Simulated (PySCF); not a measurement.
Correlation energy of Cl²⁺ (chlorine, charge +2)

[Ne] 3s2 3p3, high-spin 4S determinant. All numbers are calculated (PySCF 2.14, scalar relativity by spin-free X2C-1e, in Sapporo-DZP-2012 (5s4p2d, 27 functions)). Frozen: [Ne]; 5 electrons correlated.

MP2 pair energies summed by pair of shells (mhartree):

```json
{"pair": "3s-3p", "energy": "-48.40", "share (%)": "65.7"}
{"pair": "3p-3p", "energy": "-18.41", "share (%)": "25.0"}
{"pair": "3s-3s", "energy": "-6.82", "share (%)": "9.3"}
```

Total MP2 correlation energy: -73.62 mhartree.

Same-spin part -19.87 and opposite-spin part -53.75 mhartree; SCS-MP2 scales them by 1/3 and 6/5 to -71.13 mhartree.

```json
{"level": "CCSD", "correlation energy (mhartree)": "-94.85"}
{"level": "(T)", "correlation energy (mhartree)": "-0.96"}
{"level": "CCSD(T)", "correlation energy (mhartree)": "-95.81"}
```

Diagnostics: T1 = 0.0014, D1 = 0.0041, largest double amplitude 0.067.

Cost of the coupled-cluster step: 0.1 s of wall time on 1 thread of Intel(R) Xeon(R) 6975P-C (shared host), for 5 correlated electrons.
